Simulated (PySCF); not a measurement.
**Electron correlation in C (carbon, neutral)**

[He] 2s2 2p2, high-spin 3P determinant. All numbers are calculated (PySCF 2.14, the non-relativistic Hamiltonian (point nucleus), in def2-SVP (3s2p1d, 14 functions)). Frozen: 1s2; 4 electrons correlated.

MP2 pair energies summed by pair of shells (mhartree):

| pair | energy | share (%) |
| --- | --- | --- |
| 2s-2p | -29.16 | 58.2 |
| 2s-2s | -15.57 | 31.1 |
| 2p-2p | -5.36 | 10.7 |

Total MP2 correlation energy: -50.09 mhartree.

Same-spin part -9.00 and opposite-spin part -41.08 mhartree; SCS-MP2 scales them by 1/3 and 6/5 to -52.30 mhartree.

```json
{"level": "CCSD", "correlation energy (mhartree)": "-69.17"}
{"level": "(T)", "correlation energy (mhartree)": "-1.01"}
{"level": "CCSD(T)", "correlation energy (mhartree)": "-70.18"}
```

Diagnostics: T1 = 0.0070, D1 = 0.0170, largest double amplitude 0.128.

Cost of the coupled-cluster step: 0.09 s of wall time on 1 thread of AMD EPYC 7R43 64-Core Processor (shared host), for 4 correlated electrons.

Iterations:

```
CC2 = 0
CCSD nocc = (np.int64(3), np.int64(1)), nmo = (13, 13)
frozen orbitals [[0], [0]]
max_cycle = 100
direct = 0
conv_tol = 1e-08
conv_tol_normt = 1e-06
diis_space = 8
diis_start_cycle = 0
Init t2, MP2 energy = -0.0500884648561426
Init E_corr(UCCSD) = -0.0500884648562504
cycle = 1  E_corr(UCCSD) = -0.0626573354424695  dE = -0.0125688706  norm(t1,t2) = 0.0440347
cycle = 2  E_corr(UCCSD) = -0.0664141540232759  dE = -0.00375681858  norm(t1,t2) = 0.019634
cycle = 3  E_corr(UCCSD) = -0.0692325503228687  dE = -0.0028183963  norm(t1,t2) = 0.0101613
cycle = 4  E_corr(UCCSD) = -0.0691600184479225  dE = 7.25318749e-05  norm(t1,t2) = 0.00119781
cycle = 5  E_corr(UCCSD) = -0.069169460711497  dE = -9.44226357e-06  norm(t1,t2) = 0.000154364
cycle = 6  E_corr(UCCSD) = -0.0691644303100664  dE = 5.03040143e-06  norm(t1,t2) = 2.6564e-05
cycle = 7  E_corr(UCCSD) = -0.0691662473687782  dE = -1.81705871e-06  norm(t1,t2) = 6.17988e-06
cycle = 8  E_corr(UCCSD) = -0.0691660357126891  dE = 2.11656089e-07  norm(t1,t2) = 1.12086e-06
cycle = 9  E_corr(UCCSD) = -0.0691660370976389  dE = -1.38494979e-09  norm(t1,t2) = 2.44175e-07
UCCSD converged
E(UCCSD) = -37.71439589844287  E_corr = -0.06916603709763894
UCCSD(T) correction = -0.00101006441876078
```
